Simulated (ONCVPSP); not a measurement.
**Before and after: ONCV potential for Ce**

```
Element                 : Ce (Z = 58)
Generator               : ONCVPSP 4.0.1
Type                    : optimised norm-conserving Vanderbilt (ONCV)
Functional              : PBE
Relativity              : scalar-relativistic
Frozen core             : [Kr] 4d10
Valence charge          : 12
Reference configuration : 4f1 5s2 5p6 5d1 6s2
Partial waves           : 5s+6s: rc 2.15 bohr, ncon 3, nbas 7, qcut 5.9 1/bohr, 2 projectors; 5p: rc 2.85 bohr, ncon 4, nbas 7, qcut 5.8 1/bohr, 2 projectors, debl 1.2 Ha; 5d: rc 4.00 bohr, ncon 4, nbas 8, qcut 3.6 1/bohr, 3 projectors, debl 2.8 Ha; 4f: rc 1.15 bohr, ncon 5, nbas 9, qcut 16 1/bohr, 2 projectors, debl 1.2 Ha
Local potential         : polynomial inside 0.85 bohr (lpopt 5, dvloc0 1 Ha)
Core correction         : Teter function, fcfact 5.25, rcfact 1.8
```

All-electron outer shells of the reference configuration (PBE, scalar-relativistic, ld1.x):

```json
{"shell": "4d", "level (eV)": "-110.49", "outermost node (bohr)": "0.31", "outermost maximum (bohr)": "0.66"}
{"shell": "5s", "level (eV)": "-40.59", "outermost node (bohr)": "0.75", "outermost maximum (bohr)": "1.37"}
{"shell": "5p", "level (eV)": "-23.22", "outermost node (bohr)": "0.81", "outermost maximum (bohr)": "1.55"}
{"shell": "4f", "level (eV)": "-5.38", "outermost node (bohr)": "–", "outermost maximum (bohr)": "0.71"}
{"shell": "6s", "level (eV)": "-3.74", "outermost node (bohr)": "1.82", "outermost maximum (bohr)": "3.72"}
{"shell": "5d", "level (eV)": "-3.06", "outermost node (bohr)": "0.92", "outermost maximum (bohr)": "2.15"}
```

Change: local potential polynomial inside 0.85 bohr (lpopt 5, dvloc0 3.5 Ha).

Cutoffs: the cutoffs (Ha) at which the residual kinetic energy of the hardest occupied pseudo-wave falls to 1 and 0.1 mHa per electron; they do not see the model core or the augmentation charge, which bear on the density cutoff. Errors are all-electron minus pseudo energies relative to the spin-unpolarised reference configuration.

Task: How do hardness, ghosts and transferability respond?

Result: The potential gets neither clearly harder nor softer (104 Ha and 115 Ha → 104 Ha and 115 Ha); the bound ghosts move from d, p, s to p, s; the lowest positive-energy flag moves from d at 152.5 eV to d at 3.8 eV; the errors of the 4 common tests hardly move. In the separable form a ghost depends on how the local part lies against the semilocal potential of the channel, so the choice of the local part can create or remove one.

| quantity | base | changed |
| --- | --- | --- |
| cutoff, loose | 104 Ha | 104 Ha |
| cutoff, tight | 115 Ha | 115 Ha |
| bound ghosts | s, p, d | s, p |
| GHOST(+) flags under 300 eV | d at 152.5 eV | d at 3.8 eV, d at 154.0 eV |
| error for 4f1 5s2 5p6 5d1 6s1, meV [ΔE 6.07 eV] | -21 | -21 |
| error for 4f1 5s2 5p6 5d1 6s0, meV [ΔE 17.15 eV] | -133 | -130 |
| error for 4f1 5s2 5p6 5d0 6s0, meV [ΔE 36.33 eV] | -85 | -85 |
| error for 4f1 5s2 5p6 5d1.5 6s1.5, meV [ΔE 0.40 eV] | -5.3 | -5.3 |
| s: phases at 2.18 bohr within 0.05 rad from the reference energy up to (Ha; the scan ends near 5) | 4.8 | to the end of the scan |
| p: phases at 2.89 bohr within 0.05 rad from the reference energy up to (Ha; the scan ends near 5) | 3.5 | 3.6 |
| d: phases at 4.07 bohr within 0.05 rad from the reference energy up to (Ha; the scan ends near 5) | -0.0 | -0.0 |
| f: phases at 1.17 bohr within 0.05 rad from the reference energy up to (Ha; the scan ends near 5) | to the end of the scan | to the end of the scan |
| rms error of d²Exc/dni dnj with the model core, mHa | 4.71 | 4.71 |

 A true bound ghost makes a file unfit for plane-wave use even where its test errors are small: the radial tests pick states by their node count and pass the ghost by.
